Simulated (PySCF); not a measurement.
# Fractional electron number in Pt (platinum, neutral)

The 6s alpha orbital of [Xe] 4f14 5d9 6s1 is emptied in steps (occupation f), with all orbitals relaxed, ending at [Xe] 4f14 5d9. Computed with PySCF 2.14 in aug-cc-pVDZ-PP with ECP60MDF (5s5p4d2f, 54 functions), with scalar relativity through the core potential. The exact energy is a straight line in f; departures are measured from the line between the end points of the same method.

```json
{"f": "1", "UHF (eV)": "0.000"}
{"f": "0.75", "UHF (eV)": "0.062"}
{"f": "0.5", "UHF (eV)": "0.081"}
{"f": "0.25", "UHF (eV)": "0.060"}
{"f": "0", "UHF (eV)": "0.000"}
```

For UHF, how does the orbital energy at f = 1 compare with the removal energy?

−ε = 7.910 eV against a total-energy difference of 7.575 eV. By Janak's theorem ε = ∂E/∂f, so the gap between them reflects the curvature. Along the path −ε is 7.734 (f = 0.75), 7.570 (f = 0.5), 7.413 (f = 0.25) eV.

Reference removal energy between the ground levels: 8.959 eV (measured; NIST Atomic Spectra Database, ionization energies). The calculation has no spin-orbit coupling. UHF lacks correlation.
